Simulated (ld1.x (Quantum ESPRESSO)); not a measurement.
# Ce (Z = 58): excitation energies, all-electron against PAW

cerium (Ce), PAW, made with ld1.x (Quantum ESPRESSO) 7.5 (PBEsol, fully relativistic). Core [Kr] 4d10 4f1, reference 5s2 5p6 5d0 6s0 6p0 (charge +3). Waves: 5s (bound): rcut 1.85, rcutus 2.15 bohr; 6s (bound, empty): rcut 1.85, rcutus 2.15 bohr; 5p (bound): rcut 2.15, rcutus 2.65 bohr; 6p (bound, empty): rcut 2.15, rcutus 2.65 bohr; 5d (bound, empty): rcut 1.90, rcutus 2.25 bohr; 5d channel at -0.95 Ry: rcut 1.90, rcutus 2.25 bohr. Local part: all-electron potential smoothed inside 2.10 bohr (lloc = -1). Core correction: Bessel-smoothed model core inside 1.85 bohr. Augmentation charge: BESSEL, radius 2.00 bohr.

Open shells are filled in proportion to 2j + 1 (rel_dist='average').

Energies are relative to the spin-unpolarised reference configuration 5s2 5p6 5d0 6s0 6p0; without spin polarisation the order of configurations can differ from experiment.

```json
{"valence configuration": "5s2 5p6 5d1 6s2 6p0", "charge": "0", "ΔE all-electron (eV)": "-36.265", "error AE − PS (meV)": "-30"}
{"valence configuration": "5s2 5p6 5d1 6s1 6p0", "charge": "+1", "ΔE all-electron (eV)": "-30.162", "error AE − PS (meV)": "-26"}
{"valence configuration": "5s2 5p6 5d1 6s0 6p0", "charge": "+2", "ΔE all-electron (eV)": "-19.126", "error AE − PS (meV)": "-15"}
{"valence configuration": "5s2 5p6 5d1.5 6s1.5 6p0", "charge": "0", "ΔE all-electron (eV)": "-35.861", "error AE − PS (meV)": "-42"}
{"valence configuration": "5s2 5p6 5d2 6s0 6p0", "charge": "+1", "ΔE all-electron (eV)": "-30.007", "error AE − PS (meV)": "-48"}
{"valence configuration": "5s2 5p6 5d1 6s0 6p1", "charge": "+1", "ΔE all-electron (eV)": "-27.100", "error AE − PS (meV)": "-23"}
```

(1) What are ΔE and the potential's error for 5s2 5p6 5d1 6s1.5 6p0?

Levels in the configuration 5s2 5p6 5d1 6s1 6p0:

| level | all-electron (eV) | pseudo (eV) |
| --- | --- | --- |
| 5s j=1/2 | -46.481 | -46.404 |
| 5p j=1/2 | -31.051 | -30.984 |
| 5p j=3/2 | -28.278 | -28.215 |
| 5d j=3/2 | -8.719 | -8.690 |
| 5d j=5/2 | -8.488 | -8.460 |
| 6s j=1/2 | -8.515 | -8.508 |

The ghost test of this file was not conclusive.

Results:

(1) ΔE = -33.808 eV all-electron; the error (AE − PS) is -29 meV.

ld1.x printed “convergence not achieved” for 3 of the counted tests; their residual had stalled under 1e-8, short of the target of 1e-14.
